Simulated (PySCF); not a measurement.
Structure problem from calculated spectra and properties.

Formula: C7H14P; charge +1.

| Property | Result |
| --- | --- |
| Valence photoelectron | vertical ionisation energy: 14.22 eV [ΔSCF CAM-B3LYP/def2-SVPD] |
| 1H NMR | chemical shifts (computed TMS as zero) by class: 5.05 (1 H), 3.26 (2 H), 2.96 (1 H), 2.36 (2 H), 2.12 (2 H), 1.54 (6 H) ppm [GIAO KT3/pcSseg-1] |
| NMR, other nuclei | isotropic shieldings of nuclei other than C and H, by class: 325 (1 P) ppm [GIAO KT3/pcSseg-1] |
| Rotational structure | rotational constants A, B, C: 1.833, 1.229, 0.785 GHz [PBE0-D3(BJ)/def2-SVP] |
| 13C NMR | chemical shifts (computed TMS as zero) by class: 78.5 (1 C), 58.3 (1 C), 16.6 (2 C), 14.0 (1 C), 9.6 (2 C) ppm [GIAO KT3/pcSseg-1] |
| UV, first state | lowest singlet excitation: 6.34 eV (196 nm, f = 0.000) [TDDFT CAM-B3LYP/def2-SVPD] |

Electronic properties: PySCF, gas phase, density fitting. Levels stand in brackets. NMR shifts are as computed; neighbouring signals can stand in another order in a measured spectrum. The structure is a single PBE0-D3(BJ)/def2-SVP conformer in the gas phase; no vibrational or solvent corrections. Each NMR value is the plain mean over a class of atoms that symmetry, rotation or inversion makes alike.

Task: Give a SMILES that accounts for the data.

Result: Numbering: `[CH:1]#[C:2][CH2:3][PH+:4]([CH2:5][CH3:6])[CH2:7][CH3:8]`. 7 carbons fall into 5 classes; from least to most shielded: terminal alkyne carbon [C1] (78.5 ppm), alkyne carbon [C2] (58.3 ppm), sp3 carbon bound to phosphorus [C5/C7] (16.6 ppm, 2 C), sp3 carbon bound to phosphorus [C3] (14.0 ppm), methyl carbon [C6/C8] (9.6 ppm, 2 C). Hydrogen classes from least to most shielded: 1 H on a phosphonium phosphorus, P4 (5.05 ppm), 2 H on an sp3 carbon bound to phosphorus, C3 (3.26 ppm, a mean of values up to 0.7 ppm apart in this geometry), 1 H on a terminal alkyne carbon, C1 (2.96 ppm), 2 H on 2 like atoms (sp3 carbon bound to phosphorus), C5/C7 (2.36 ppm, a mean of values up to 1.2 ppm apart in this geometry), 2 H on 2 like atoms (sp3 carbon bound to phosphorus), C5/C7 (2.12 ppm), 6 H on 2 methyl carbons, C6/C8 (1.54 ppm, a mean of values up to 1.0 ppm apart in this geometry). The other shieldings belong to: 325 ppm, phosphonium phosphorus [P4]. The first electron is taken from the HOMO, whose largest Löwdin shares are 0.40 on the alkyne carbon, 0.40 on the terminal alkyne carbon and 0.07 on an sp3 carbon bound to phosphorus. The optimised geometry has point group C1 and is an asymmetric top. Structure: `C#CC[PH+](CC)CC`. Computed isomers that give other values at the same levels: `C[PH+](C1CC1)C1CC1` (lowest singlet excitation: 8.19 eV (151 nm, f = 0.024)); `C#CC[P@@H+](C)CCC` (13C chemical shifts (computed TMS as zero) by class: 78.6 (1 C), 58.5 (1 C), 23.7 (1 C), 20.0 (1 C), 16.8 (1 C), 14.5 (1 C), 2.5 (1 C) ppm); `C[P@+]12CC[C@H](CC1)C2` (rotational constant A: 2.697 GHz; this holds for the one conformer computed). The assignments are read from this structure; whether some other isomer fits the data as well wasn't checked.

The values belong to the conformer `[CH:1]#[C:2][CH2:3][PH+:4]([CH2:5][CH3:6])[CH2:7][CH3:8]`: C2–C3–P4–C5 177°, C3–P4–C5–C6 -57°, C3–P4–C7–C8 174°.
